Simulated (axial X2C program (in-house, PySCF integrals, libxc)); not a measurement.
## Worked dissociation energy of BaH⁺: r2SCAN, with spin–orbit coupling

Calculated with an axial X2C code built on PySCF integrals. Two-component (2c) means X2C with spin–orbit coupling and atomic mean-field two-electron Coulomb and Gaunt terms. Basis: Ba dyall-v2z [12s13p8d], H dyall-v2z [5s1p] (cores contracted in-house); Gaussian nuclei, density fitting, unrestricted open shells. Masses: Ba 137.905 u, H 1.008 u.

Molecular state: Ω = 0 (closed shell).

```
E(Ba+) (2M_J = 1) : -8131.257666 hartree
E(H) (2M_J = 1)   : -0.500101 hartree
E(BaH⁺) at Re     : -8131.855037 hartree
ωe                : 1361.6 cm⁻¹
ωexe              : 14 cm⁻¹
```

**Question.** Work out De and D0.

**Answer.** De = -8131.257666 + (-0.500101) − (-8131.855037) = 0.09727 hartree = 2.647 eV. The zero-point energy is ωe/2 − ωexe/4 = 677 cm⁻¹ = 0.084 eV, so D0 = 2.563 eV.

One determinant describes the state; a PBE0 search over occupations chose it and may have missed a lower one. The closed shell is kept restricted, so the energy runs too high when the bond is stretched far. De is counted from the lowest determinant-based energies of the atoms at the same level, without counterpoise correction.

Each atomic determinant is the lowest at this level and need not be a pure J level. Totals compare only within one Hamiltonian and basis.
